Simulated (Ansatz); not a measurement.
Z-matrix (Å, degrees):
```
C
Te 1 2.150
H 1 1.087 2 109.6
H 1 1.089 2 106.4 3 -118.8
H 1 1.087 2 110.0 3 122.3
Si 2 2.491 1 94.6 3 -61.5
Si 6 2.337 2 110.0 1 -63.0
H 6 1.488 2 105.7 1 177.5
H 6 1.490 2 110.7 1 59.9
H 7 1.489 6 109.5 2 53.4
H 7 1.489 6 112.0 2 173.5
H 7 1.486 6 109.2 2 -65.4
```

Charge 0, multiplicity 1. Te takes the def2 core potential.

**Question.** List the PBE0/def2-TZVPP orbital energies in eV (Ansatz 0.2.0). (An estimate is asked.)

**Answer.** Ansatz gave: Occupied: -1802.95, -1802.53, -278.86, -171.64, -145.27, -144.90, -120.62, -120.53, -120.33, -99.95, -99.90, -99.90, -99.55, -99.55, -99.55, -43.82, -43.80, -43.61, -43.53, -43.50, -20.31, -16.98, -15.49, -13.80, -12.02, -11.97, -10.41, -9.97, -9.71, -9.10, -8.83, -7.89, -6.10. Lowest empty: -0.90, -0.21, 0.20, 0.46, 0.85, 1.14, 1.63, 1.74.
